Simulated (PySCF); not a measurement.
Harmonic spectrum computed at BP86 in the def2-TZVP basis family (core potentials from Rb on, PySCF, no spin–orbit coupling):

| symmetry | ω (cm⁻¹) | IR (km/mol) |
| --- | --- | --- |
| a1 | 149 | 0.5 |
| b2 | 380 | 55.8 |
| a1 | 404 | 7.8 |

Q: Which molecule gave it? In each, all ligands are bound to the one heavy central atom.
A. SeCl₂ (singlet)
B. SnCl₂ (singlet)
C. MgCl₂ (singlet)
D. CdCl₂ (singlet)

A: A. It has C2v symmetry with Se–Cl 2.182 Å (×2).
